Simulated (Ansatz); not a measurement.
Geometry optimisation, RKS B3LYP-D4/6-31G* in Ansatz.

Input:

```yaml
crystal:
  periodic: [false, false, false]
  atoms:
    - { symbol: Si, position_ang: [-0.143831, -0.179208, 0.058504] }
    - { symbol: O, position_ang: [-0.402646, -0.645745, 1.650886] }
    - { symbol: Si, position_ang: [-1.385592, 0.030842, 2.800359] }
    - { symbol: H, position_ang: [-2.821212, -0.113859, 2.427265] }
    - { symbol: H, position_ang: [-1.15686, -0.697964, 4.073609] }
    - { symbol: H, position_ang: [-1.106928, 1.476327, 3.015095] }
    - { symbol: "N", position_ang: [1.48096, 0.262656, -0.200282] }
    - { symbol: H, position_ang: [2.16686, -0.466789, -0.033525] }
    - { symbol: H, position_ang: [1.719355, 0.893616, -0.953512] }
    - { symbol: "N", position_ang: [-1.071046, 1.217531, -0.355987] }
    - { symbol: H, position_ang: [-2.052198, 1.15071, -0.58924] }
    - { symbol: H, position_ang: [-0.836079, 2.130942, 0.01154] }
    - { symbol: "N", position_ang: [-0.730126, -1.581125, -0.804762] }
    - { symbol: H, position_ang: [-1.586274, -2.006853, -0.465323] }
    - { symbol: H, position_ang: [-0.742594, -1.53642, -1.817696] }
    - { symbol: O, position_ang: [1.597426, -2.412676, 0.661762] }
    - { symbol: H, position_ang: [0.859589, -2.570988, 0.038288] }
    - { symbol: H, position_ang: [1.123095, -2.237999, 1.508418] }
basis:
  gaussian: { orbitals: "6-31G*" }
hamiltonian:
  xc: b3lyp
  dispersion: d4
relax:
  f_tol: 0.03
  max_steps: 50
```

Command:

```bash
$ ansatz run input.yaml --threads 4 --pin off --max-ram 5120MiB --backend cpu --events-out ev --progress --plain --runs-dir out
```

Task: Where does it end, and by what steps?

Result: It converged. The force dipped under the threshold on the way, but the program's further checks kept it going. After 18 steps the energy has fallen by 0.087 eV; H4 moved furthest, 0.51 Å.

```json
{"step": "0", "energy less start (eV)": "0.0000", "largest force component (eV/Å)": "0.730", "accepted": "yes"}
{"step": "1", "energy less start (eV)": "-0.0372", "largest force component (eV/Å)": "1.007", "accepted": "yes"}
{"step": "2", "energy less start (eV)": "0.0078", "largest force component (eV/Å)": "1.957", "accepted": "no"}
{"step": "3", "energy less start (eV)": "-0.0642", "largest force component (eV/Å)": "0.543", "accepted": "yes"}
{"step": "4", "energy less start (eV)": "-0.0676", "largest force component (eV/Å)": "0.436", "accepted": "yes"}
{"step": "5", "energy less start (eV)": "0.0026", "largest force component (eV/Å)": "1.870", "accepted": "no"}
{"step": "6", "energy less start (eV)": "-0.0763", "largest force component (eV/Å)": "0.062", "accepted": "yes"}
{"step": "7", "energy less start (eV)": "-0.0805", "largest force component (eV/Å)": "0.057", "accepted": "yes"}
{"step": "8", "energy less start (eV)": "-0.0817", "largest force component (eV/Å)": "0.112", "accepted": "yes"}
{"step": "9", "energy less start (eV)": "-0.0825", "largest force component (eV/Å)": "0.106", "accepted": "yes"}
{"step": "10", "energy less start (eV)": "-0.0816", "largest force component (eV/Å)": "0.151", "accepted": "no"}
{"step": "11", "energy less start (eV)": "-0.0844", "largest force component (eV/Å)": "0.081", "accepted": "yes"}
{"step": "12", "energy less start (eV)": "-0.0850", "largest force component (eV/Å)": "0.084", "accepted": "yes"}
{"step": "13", "energy less start (eV)": "-0.0857", "largest force component (eV/Å)": "0.133", "accepted": "yes"}
{"step": "14", "energy less start (eV)": "-0.0863", "largest force component (eV/Å)": "0.101", "accepted": "yes"}
{"step": "15", "energy less start (eV)": "-0.0869", "largest force component (eV/Å)": "0.065", "accepted": "yes"}
{"step": "16", "energy less start (eV)": "-0.0871", "largest force component (eV/Å)": "0.029", "accepted": "yes"}
{"step": "17", "energy less start (eV)": "-0.0871", "largest force component (eV/Å)": "0.064", "accepted": "no"}
{"step": "18", "energy less start (eV)": "-0.0874", "largest force component (eV/Å)": "0.027", "accepted": "yes"}
```

```xyz
18
Properties=species:S:1:pos:R:3
Si -0.311 -0.147 0.021
O -0.723 -0.687 1.548
Si -1.324 0.109 2.870
H -2.801 0.272 2.765
H -1.022 -0.704 4.076
H -0.721 1.460 3.031
N 1.331 0.334 0.031
H 1.984 -0.406 0.281
H 1.681 0.911 -0.723
N -1.207 1.221 -0.520
H -2.176 1.134 -0.798
H -1.013 2.139 -0.138
N -0.653 -1.581 -0.913
H -1.479 -2.114 -0.664
H -0.559 -1.525 -1.921
O 1.703 -2.608 0.633
H 0.980 -2.553 -0.027
H 1.221 -2.540 1.472
```

Whether the end is a true minimum wasn't checked by a vibrational analysis.

The run took 65 s on 4 threads of Arm Neoverse V2, with other jobs on the host, peak memory 0.43 GiB.
